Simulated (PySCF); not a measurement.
C2H5B2F2N: core ionisation energies

C₂H₅B₂F₂N.
Bonds: B1–N2, N2–C3 (triple), C3–C4, C4–B5, B5–F6, B5–F7. Hydrogens: H8, H9, H10 on B1; H11, H12 on C4.

Computed with delta-SCF UKS SCAN, pcX-2 on the ionised atom, pcseg-1 elsewhere, spin-free X2C (PySCF). Each binding energy is the total energy of the core-ionised species, with the hole localised on one atom, minus that of the ground state; both are solved self-consistently, so orbital relaxation is included.

Problem. What binding energy does each computed site have?

Solution. 
| atom(s) | environment | level | binding energy (eV) | above the level's lowest (eV) | count |
| --- | --- | --- | --- | --- | --- |
| F6/F7 | boron-bound fluorine | F 1s | 694.75 | 0.00 | 2 |
| N2 | nitrogen bonded to B and C | N 1s | 407.00 | 0.00 | 1 |
| C4 | sp3 carbon bound to boron | C 1s | 293.24 | +0.13 | 1 |
| C3 | triply bonded carbon | C 1s | 293.11 | 0.00 | 1 |
| B1 | four-coordinate boron | B 1s | 193.97 | 0.00 | 1 |

The 2 C 1s values lie within 0.13 eV of each other; Gaussian lines of 0.5 eV full width would blend them into one maximum.

Problem. Give the binding energy of B 1s of B1 in hartree and in kJ/mol.

Solution. 193.97 eV = 7.1283 Eh = 18715 kJ/mol.

Problem. Which photon energy gives electrons from B 1s of B1 a kinetic energy of 50 eV, and what is their de Broglie wavelength?

Solution. hν = 193.97 + 50 = 243.97 eV, recoil neglected; λ = 12.264 Å/√(E/eV) = 1.73 Å.

One atom of each set of topologically equivalent atoms was ionised and stands for the set; in this conformer not all members are related by symmetry, and their own values weren't computed. The list is incomplete; no value stands for B 1s of B5 (hole states with ⟨S²⟩ of 1 or more are left out). Geometry: PBE0-D3(BJ)/def2-SVP, one conformer, isolated molecule.

On Arm Neoverse V1, one thread (shared host), this took 41 s of wall time and 0.54 GiB of memory at its peak.

The values belong to the conformer `[BH3-:1][N+:2]#[C:3][CH2:4][B:5]([F:6])[F:7]`: C3–C4–B5–F6 166°.
